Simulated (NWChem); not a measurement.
System: C$_{2}$H$_{4}$BBr; SMILES B(Br)C=C

NWChem input:

```
start job
memory heap 200 mb stack 900 mb global 1100 mb
geometry units angstroms noautoz
  B     -1.035613    -0.490171    -0.000969
  H     -2.216615    -0.252807    -0.003126
  Br     0.109346     1.045296    -0.000595
  C     -0.470801    -1.926355     0.001181
  C      0.838208    -2.231335    -0.000498
  H     -1.189589    -2.755456     0.003593
  H      1.198819    -3.265576     0.000485
  H      1.600416    -1.443900    -0.003066
end
basis spherical
  * library def2-svpd
end
dft
  xc b3lyp
  iterations 150
  mulliken
end
task dft energy
```

NWChem printed, in part:

```
             Northwest Computational Chemistry Package (NWChem) 7.3.0
             --------------------------------------------------------

 C1  symmetry detected

                             Geometry "geometry" -> ""
                             -------------------------

 Output coordinates in angstroms (scale by  1.889725989 to convert to a.u.)

  No.       Tag          Charge          X              Y              Z
 ---- ---------------- ---------- -------------- -------------- --------------
    1 B                    5.0000    -1.03837331    -0.51972492    -0.00089075
    2 H                    1.0000    -2.22012108    -0.28610378    -0.00322214
    3 Br                  35.0000     0.10171433     1.01936225     0.00011752
    4 C                    6.0000    -0.46901368    -1.95411251     0.00099415
    5 C                    6.0000     0.84095546    -2.25494267    -0.00050260
    6 H                    1.0000    -1.18517133    -2.78548757     0.00304349
    7 H                    1.0000     1.20484170    -3.28803603     0.00028024
    8 H                    1.0000     1.60066495    -1.46509577    -0.00271021

 Effective nuclear repulsion energy (a.u.)     192.4693605831

                                 NWChem DFT Module
                                 -----------------

 Summary of "ao basis" -> "ao basis" (spherical)
 ------------------------------------------------------------------------------
       Tag                 Description            Shells   Functions and Types
 ---------------- ------------------------------  ------  ---------------------
 B                         def2-svpd                 8       20   4s2p2d
 H                         def2-svpd                 4        8   2s2p
 Br                        def2-svpd                15       41   6s5p4d
 C                         def2-svpd                 8       20   4s2p2d

            General Information
            -------------------
          SCF calculation type: DFT
          Wavefunction type:  closed shell.
          No. of atoms     :     8
          No. of electrons :    56
           Alpha electrons :    28
            Beta electrons :    28
          Charge           :     0
          Spin multiplicity:     1
          Use of symmetry is: off; symmetry adaption is: off
          Maximum number of iterations: 150
          AO basis - number of functions:   133
                     number of shells:    55
          Convergence on energy requested:  1.00D-06
          Convergence on density requested:  1.00D-05
          Convergence on gradient requested:  5.00D-04

              XC Information
              --------------
                         B3LYP Method XC Potential
                     Hartree-Fock (Exact) Exchange  0.200
                        Slater Exchange Functional  0.800 local
                    Becke 1988 Exchange Functional  0.720 non-local
              Lee-Yang-Parr Correlation Functional  0.810
                  VWN I RPA Correlation Functional  0.190 local

             Grid Information
             ----------------
          Grid used for XC integration:  medium
          Radial quadrature: Mura-Knowles
          Angular quadrature: Lebedev.
          Tag              B.-S. Rad. Rad. Pts. Rad. Cut. Ang. Pts.
          ---              ---------- --------- --------- ---------
          B                   0.85       49          11.0       434
          H                   0.35       45          14.0       434
          Br                  1.15      112          12.0       590
          C                   0.70       49          13.0       434
          Grid pruning is: on
          Number of quadrature shells:   439
          Spatial weights used:  Erf1

      Superposition of Atomic Density Guess
      -------------------------------------

 Sum of atomic energies:       -2673.83966710

      Non-variational initial energy
      ------------------------------

 Total energy =   -2675.712265
 1-e energy   =   -4099.230780
 2-e energy   =    1231.049155
 HOMO         =      -0.350555
 LUMO         =      -0.078508

     ---------------------------------------------
      Total Density - Mulliken Population Analysis
     ---------------------------------------------

    Atom       Charge   Shell Charges
 -----------   ------   -------------------------------------------------------
    1 B    5     4.68   1.99  0.96  0.36 -0.07  1.16  0.23  0.06 -0.02
    2 H    1     0.82   0.73  0.08  0.01 -0.01
    3 Br  35    35.53   2.00  2.00  2.00  1.37  0.56  0.02  6.00  5.99  2.38  3.02  0.15  8.23  1.73  0.06  0.02
    4 C    6     6.15   1.99  1.01  0.17 -0.01  2.05  0.81  0.03  0.10
    5 C    6     5.86   1.99  0.99  0.28 -0.04  1.88  0.71  0.03  0.02
    6 H    1     0.94   0.68  0.25  0.03 -0.01
    7 H    1     1.10   0.69  0.38  0.02  0.00
    8 H    1     0.93   0.69  0.24  0.02 -0.02

   convergence    iter        energy       DeltaE   RMS-Dens  Diis-err
 ---------------- ----- ----------------- --------- --------- ---------
 d= 0,ls=0.0,diis     1  -2677.2362045347 -2.87D+03  1.44D-02  4.27D-01
 d= 0,ls=0.0,diis     2  -2677.2564782313 -2.03D-02  5.84D-03  2.22D-01
 d= 0,ls=0.0,diis     3  -2677.2794031922 -2.29D-02  1.82D-03  3.82D-02
 d= 0,ls=0.0,diis     4  -2677.2849650921 -5.56D-03  3.32D-04  1.04D-03
 d= 0,ls=0.0,diis     5  -2677.2850691317 -1.04D-04  1.25D-04  3.88D-04
  Resetting Diis
 d= 0,ls=0.0,diis     6  -2677.2851189372 -4.98D-05  3.79D-05  1.33D-05
 d= 0,ls=0.0,diis     7  -2677.2851208154 -1.88D-06  1.94D-05  1.47D-06
 d= 0,ls=0.0,diis     8  -2677.2851205916  2.24D-07  1.25D-05  2.94D-06
 d= 0,ls=0.0,diis     9  -2677.2851210107 -4.19D-07  1.99D-06  1.00D-07

         Total DFT energy =    -2677.285121010660
      One electron energy =    -4102.376401288742
           Coulomb energy =     1340.312604512911
    Exchange-Corr. energy =     -107.690684817926
 Nuclear repulsion energy =      192.469360583098

 Numeric. integr. density =       56.000010658762

                       DFT Final Molecular Orbital Analysis
                       ------------------------------------

 Vector   26  Occ=2.000000D+00  E=-3.343896D-01
              MO Center= -7.3D-02, -2.7D-01,  3.6D-04, r^2= 3.4D+00
   Bfn.  Coefficient  Atom+Function         Bfn.  Coefficient  Atom+Function
  ----- ------------  ---------------      ----- ------------  ---------------
    46      0.395557  3 Br pz                43      0.382929  3 Br pz
    40     -0.252764  3 Br pz                76      0.250298  4 C  pz
    96      0.211386  5 C  pz                 7     -0.206349  1 B  pz
    79      0.147043  4 C  pz                99      0.097717  5 C  pz
    37      0.082164  3 Br pz                10      0.068775  1 B  pz

 Vector   27  Occ=2.000000D+00  E=-2.950937D-01
              MO Center=  1.4D-01, -8.6D-01,  8.4D-05, r^2= 3.9D+00
   Bfn.  Coefficient  Atom+Function         Bfn.  Coefficient  Atom+Function
  ----- ------------  ---------------      ----- ------------  ---------------
    46      0.366312  3 Br pz                43      0.354285  3 Br pz
    96     -0.327823  5 C  pz                76     -0.319448  4 C  pz
    40     -0.231246  3 Br pz                79     -0.195009  4 C  pz
    99     -0.166763  5 C  pz                37      0.075073  3 Br pz
    17      0.032275  1 B  d -1              88      0.027849  4 C  d  1

 Vector   28  Occ=2.000000D+00  E=-2.877601D-01
              MO Center= -1.3D-01,  7.1D-01, -1.1D-04, r^2= 2.5D+00
   Bfn.  Coefficient  Atom+Function         Bfn.  Coefficient  Atom+Function
  ----- ------------  ---------------      ----- ------------  ---------------
    44      0.451537  3 Br px                41      0.425691  3 Br px
    45     -0.312083  3 Br py                38     -0.277939  3 Br px
    42     -0.278951  3 Br py                39      0.183243  3 Br py
    21      0.174561  2 H  s                  5      0.138997  1 B  px
    75     -0.130778  4 C  py                92      0.114278  5 C  s

 Vector   29  Occ=0.000000D+00  E=-9.452455D-02
              MO Center= -2.6D-01, -1.1D+00, -2.5D-04, r^2= 3.7D+00
   Bfn.  Coefficient  Atom+Function         Bfn.  Coefficient  Atom+Function
  ----- ------------  ---------------      ----- ------------  ---------------
     7      0.438227  1 B  pz                96      0.364897  5 C  pz
    10     -0.288807  1 B  pz                99      0.274953  5 C  pz
    46      0.184921  3 Br pz                43      0.154047  3 Br pz
    76     -0.154788  4 C  pz                79     -0.132089  4 C  pz
    40     -0.097121  3 Br pz                19     -0.081931  1 B  d  1

 Vector   30  Occ=0.000000D+00  E= 9.068875D-03
              MO Center=  2.8D-01,  5.6D-02, -2.5D-03, r^2= 1.3D+01
   Bfn.  Coefficient  Atom+Function         Bfn.  Coefficient  Atom+Function
  ----- ------------  ---------------      ----- ------------  ---------------
     4      3.547043  1 B  s                 93      2.190967  5 C  s
    73     -2.115890  4 C  s                119     -1.310207  7 H  s
    34     -1.294349  3 Br s                  3     -1.226974  1 B  s
     8      1.000822  1 B  px                22      0.928811  2 H  s
    48      0.881766  3 Br py               127     -0.725560  8 H  s

 Vector   31  Occ=0.000000D+00  E= 2.767764D-02
              MO Center= -3.1D-01, -1.2D+00,  4.8D-03, r^2= 4.5D+00
   Bfn.  Coefficient  Atom+Function         Bfn.  Coefficient  Atom+Function
  ----- ------------  ---------------      ----- ------------  ---------------
    76      0.425483  4 C  pz                 7      0.324089  1 B  pz
    79      0.325107  4 C  pz                10     -0.299729  1 B  pz
    96     -0.244449  5 C  pz                49     -0.195615  3 Br pz
    46      0.184885  3 Br pz                66      0.153844  3 Br d -1
   108      0.151448  5 C  d  1              99     -0.140466  5 C  pz

     ---------------------------------------------
      Total Density - Mulliken Population Analysis
     ---------------------------------------------

    Atom       Charge   Shell Charges
 -----------   ------   -------------------------------------------------------
    1 B    5     5.42   1.98  0.96  0.45 -0.11  1.53  0.50  0.07  0.04
    2 H    1     0.60   0.77 -0.16  0.01 -0.02
    3 Br  35    35.30   2.00  2.00  1.99  1.49  0.40  0.07  6.00  5.97  2.40  2.76  0.16  8.19  1.75  0.09  0.02
    4 C    6     5.57   1.98  0.95  0.15 -0.08  2.10  0.39  0.03  0.04
    5 C    6     5.62   1.98  0.96  0.25 -0.06  2.04  0.39  0.03  0.03
    6 H    1     1.12   0.77  0.37  0.02 -0.05
    7 H    1     1.31   0.77  0.54  0.02 -0.02
    8 H    1     1.07   0.76  0.32  0.02 -0.04

     -------------------------------------------
      Total Density - Lowdin Population Analysis
     -------------------------------------------

    Atom       Charge   Shell Charges
 -----------   ------   -------------------------------------------------------
    1 B    5     5.31   1.96  0.42  0.18  0.11  1.29  0.62  0.17  0.57
    2 H    1     1.05   0.60  0.26  0.03  0.16
    3 Br  35    34.59   2.00  2.00  1.96  1.01  0.50  0.15  5.99  5.81  2.44  2.30  0.27  7.84  2.04  0.15  0.14
    4 C    6     6.10   1.97  0.51  0.20  0.12  1.82  0.96  0.06  0.47
    5 C    6     5.85   1.97  0.50  0.21  0.11  1.76  0.90  0.07  0.34
    6 H    1     1.02   0.57  0.19  0.06  0.21
    7 H    1     1.02   0.57  0.19  0.06  0.20
    8 H    1     1.04   0.56  0.18  0.06  0.24

     Multipole analysis of the density
     ---------------------------------

     L   x y z        total         alpha         beta         nuclear
     -   - - -        -----         -----         ----         -------
     0   0 0 0     -0.000000    -28.000000    -28.000000     56.000000

     1   1 0 0      0.150547      0.075273      0.075273      0.000000
     1   0 1 0     -0.682995     -0.341497     -0.341497     -0.000000
     1   0 0 1      0.000079      0.000039      0.000039      0.000000

     2   2 0 0    -27.361547    -52.361862    -52.361862     77.362176
     2   1 1 0     -0.189673      3.336522      3.336522     -6.862717
     2   1 0 1     -0.004964     -0.001153     -0.001153     -0.002659
     2   0 2 0    -25.600221   -212.668053   -212.668053    399.735885
     2   0 1 1     -0.001334      0.004431      0.004431     -0.010196
     2   0 0 2    -28.737276    -14.368708    -14.368708      0.000139
```

Level: B3LYP/def2-SVPD. The geometry was optimised at PBE0/def2-SVP.
